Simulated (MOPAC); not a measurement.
MOPAC input (PM7):

```
PM7 PRECISE GNORM=0.05 LET XYZ GEO-OK AUX(PRECISION=9) THREADS=1
ClI

Cl   -0.00000000 1   -0.00000000 1   -1.77529694 1
I     0.00000000 1    0.00000000 1    0.56943487 1
```

From the last part of the output:

```
                                                       MOPAC v23.2.5 Linux

          FINAL HEAT OF FORMATION =          5.05491 KCAL/MOL =      21.14974 KJ/MOL

          COSMO AREA              =         91.49 SQUARE ANGSTROMS
          COSMO VOLUME            =         76.75 CUBIC ANGSTROMS

          GRADIENT NORM           =          0.00112          =       0.00079 PER ATOM
          IONIZATION POTENTIAL    =          9.527299 EV
          HOMO LUMO ENERGIES (EV) =         -9.527 -1.726
          NO. OF FILLED LEVELS    =          7
          MOLECULAR WEIGHT        =        162.3575         POINT GROUP:  C*v

          MOLECULAR DIMENSIONS (Angstroms)

            Atom       Atom       Distance
            I     2   Cl     1     2.31771
            I     2   Cl     1     0.00000
           Cl     1    I     2     0.00000

          SCF CALCULATIONS        =          6

   ATOM   CHEMICAL          X               Y               Z
  NUMBER   SYMBOL      (ANGSTROMS)     (ANGSTROMS)     (ANGSTROMS)

     1      Cl          0.00000000  *   0.00000000  *  -1.76178362  *
     2       I          0.00000000  *   0.00000000  *   0.55592156  *

                             CARTESIAN COORDINATES

   1   Cl        0.000000001     0.000000001    -1.761783619
   2    I        0.000000001     0.000000001     0.555921555

           Empirical Formula: Cl I  =     2 atoms

      MOLECULAR POINT GROUP   :   C*v

                  EIGENVALUES
 -26.78169 -22.27476 -12.80568 -12.02346 -12.02346  -9.52730  -9.52730  -1.72553
  70.08314  70.08314  70.38345  70.85811  70.85811 119.81646 119.85977 119.85977
 120.08515 120.08515

              NET ATOMIC CHARGES AND DIPOLE CONTRIBUTIONS

  ATOM NO.   TYPE          CHARGE      No. of ELECS.   s-Pop       p-Pop       d-Pop
    1         Cl          -0.210200        7.2102     1.99251     5.19939     0.01830
    2          I           0.210200        6.7898     1.95679     4.82854     0.00448
 DIPOLE           X         Y         Z       TOTAL
 POINT-CHG.    -0.000    -0.000     2.340     2.340
 HYBRID        -0.000    -0.000    -0.391     0.391
 SUM           -0.000    -0.000     1.949     1.949

          ATOMIC ORBITAL ELECTRON POPULATIONS

     Atom    s        px        py        pz      x^2-y^2     xz        z^2       yz        xy
    1 Cl   1.99251   1.99899   1.99899   1.20141   0.00000   0.00099   0.01632   0.00099   0.00000
    2  I   1.95679   1.99901   1.99901   0.83051   0.00000   0.00101   0.00245   0.00101   0.00000

 **********************
 *                    *
 * JOB ENDED NORMALLY *
 *                    *
 **********************

 == MOPAC DONE ==
```
